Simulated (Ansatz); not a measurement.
Reactions of C₅H₆F₂, SMILES `FC1=CCCC1F`.

Computed with Ansatz on PBE0-D4/def2-TZVP structures; ΔE is electronic, products minus reactants. CCSD(T)/CBS adds triple-zeta CCSD(T) − MP2 to the extrapolated MP2 energy (def2 sets, frozen cores). This one scheme is used for every species, atoms too. For atomizations the MP2-based limit and the directly extrapolated one differ by several kJ/mol either way, and by 10 to 25 for some Ge, Se and Sn compounds, so smaller differences from it don't rank the levels. DFT in def2-TZVPP. Open shells (•) are unrestricted, without spin–orbit coupling. Spin–orbit coupling would lower the free atoms: a little for C, F.

```tsv
reaction	CCSD(T)/CBS(def2) (kJ/mol)
`FC1=CCCC1F` → 5 C• + 2 F• + 6 H•	5599
`FC1=CCCC1F` → `F[C@H]1C=CC[C@@H]1F`	-4
`FC1=CCCC1F` + H₂ → `FC1=CCCC1` + H–F	?
`FC1=CCCC1F` + H₂ → `FC1C=CCC1` + H–F	-104
```

(1) Fill in the missing values. (Best estimate.)

Largest T1 diagnostic: 0.011, for `FC1=CCCC1F`.

Results:

(1) The calculation gave: `FC1=CCCC1F` + H₂ → `FC1=CCCC1` + H–F: -96.9 kJ/mol.
